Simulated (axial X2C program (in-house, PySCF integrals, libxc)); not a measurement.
Ionising RhH

Computed with an in-house relativistic program for diatomic molecules, spin-free (one-electron X2C) or two-component (2c: spin–orbit coupling with atomic mean-field Coulomb and Gaunt terms, which also bring small scalar terms), in Dyall basis sets with cores contracted in-house; open shells are unrestricted.

Basis sets: H dyall-v3z, Rh dyall-cv3z. Frozen shells (counts by l): RhH Rh 4s3p1d, H none, 10 electrons correlated; RhH⁺ Rh 4s3p1d, H none, 9 electrons correlated. Coupled cluster in natural virtuals with an MP2 remainder. Where the outer core of a metal is frozen, bonds come out longer and ionisation energies lower.

```csv
Hamiltonian,level,RhH state,Re (Å),ωe (cm⁻¹),De (eV)
spin-free,PBE0,"M_S = 1, Λ = 2",1.552,2008.3,2.93
spin-free,CCSD,"M_S = 1, Λ = 2",1.558,1961.0,2.87
spin-free,CCSD(T),"M_S = 1, Λ = 2",1.552,1987.9,2.94
2c,PBE0,Ω = 3,1.553,2005.0,n/a
2c,CCSD,Ω = 3,1.560,1954.7,n/a
2c,CCSD(T),Ω = 3,1.554,1981.5,n/a
```

Adiabatic ionisation energy (minimum to minimum, no zero-point term) and constants of RhH⁺:

```
Hamiltonian    level        RhH⁺ state  IE (eV)  Re (Å)  ωe (cm⁻¹)  De (eV)  fragments
  spin-free     PBE0  M_S = 1/2, Λ = 2     8.52   1.486     2294.8     1.94    Rh+ + H
  spin-free     CCSD  M_S = 1/2, Λ = 2     8.31   1.473     2355.8     1.78    Rh+ + H
  spin-free  CCSD(T)  M_S = 1/2, Λ = 2     8.37   1.474     2349.8     1.89    Rh+ + H
         2c     PBE0           Ω = 5/2     8.51   1.488     2286.6      n/a    Rh+ + H
         2c     CCSD           Ω = 5/2     8.31   1.473     2351.8      n/a    Rh+ + H
         2c  CCSD(T)           Ω = 5/2     8.37   1.474     2345.4      n/a    Rh+ + H
```

(1) Add the zero-point terms to the ionisation energy at CCSD(T), 2c, and say whether the electron removed was bonding.

Each entry is the lowest single determinant of a limited PBE0 search at one distance. De goes to single-determinant-based atoms at the same level (for ions the charge split of lowest energy) and is withheld (n/a) where an atom does not fit its ground term or J level. Main or longest-lived isotopes. One determinant is a doubtful description, or other states lie close, for RhH, RhH⁺; these need not be ground states, and all values refer to the states named. With several unpaired electrons the Ω given is that of one determinant, not necessarily of the lowest component. The functionals have no current term, which raises determinants with orbital currents.

Results:

(1) IE0 = IE + (ωe⁺ − ωe)/2 = 8.37 + (0.023) = 8.39 eV. Re changes by -0.080 Å, so the bond shortens, as on loss of an antibonding or a polarising non-bonding electron.
